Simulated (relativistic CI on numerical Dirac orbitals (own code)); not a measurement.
# What each ingredient does to the levels of Sb³²⁺

Base calculation: Dirac-Coulomb-Breit CI, orbitals from a KLI potential per configuration, QED by a radiative potential, unscaled Slater integrals.

Configurations in the expansion (outside the closed core [Ne]): 3s2 3p6 3d, 3s2 3p5 3d2, 3s 3p6 3d2, 3s2 3p6 4s, 3s2 3p6 4p, 3s2 3p6 4d, 3s2 3p5 3d 4s, 3s2 3p6 4f, 3s2 3p5 3d 4p, 3p6 3d3, 3p5 3d4, 3p5 3d3 4s. Double excitations out of closed p, d and f shells are left out; levels of such configurations are missing from the list, as are those of other unlisted configurations, and high levels can miss mixing partners. These lack a partner that the ground configuration has and come out too high: 3s2 3p5 3d 4p.

The lowest level and the first level of each name with at least 55 % of one term (blank where a level has no safe partner in the second run):

| Level | Base (cm⁻¹) | Shift (cm⁻¹) |
| --- | --- | --- |
| 3s2 3p6 3d 2D_3/2 | 0 | 0 |
| 3s2 3p6 3d 2D_5/2 | 101977 | +3870 |
| 3s2 3p5 3d2 4D°_1/2 | 1212870 | +4453 |
| 3s2 3p5 3d2 4D°_3/2 | 1223588 | +3958 |
| 3s2 3p5 3d2 4D°_7/2 | 1337638 | +9441 |
| 3s2 3p5 3d2 4G°_9/2 | 1337834 | +9619 |
| 3s2 3p5 3d2 4G°_11/2 | 1373827 | +12689 |
| 3s2 3p5 3d2 4F°_9/2 | 1449527 | +11559 |
| 3s2 3p5 3d2 2H°_11/2 | 1472140 | +13076 |
| 3s2 3p5 3d2 2G°_9/2 | 1534543 | +11353 |
| 3s2 3p5 3d2 2P°_1/2 | 1534886 | +10345 |
| 3s 3p6 3d2 4F_3/2 | 2739252 | +3580 |
| 3s 3p6 3d2 4F_5/2 | 2769859 | +4996 |
| 3s 3p6 3d2 4F_7/2 | 2831052 | +8324 |

At this charge energies of transitions that change n are usually good to better than 1 %, and those within a shell (Δn = 0) to a few per cent.

Question: One thing was changed in a second run, which moved the levels as shown. Which?
A. P86 correlation estimate
B. QED terms removed
C. configuration mixing switched off
D. Breit term removed

Answer: D. Breit term removed. The Breit term mainly narrows fine-structure intervals, so removing it widens them.

LS names give the leading component of a level, which can be under half, so a name can repeat, a term be missing and a line seem to break the LS rules.
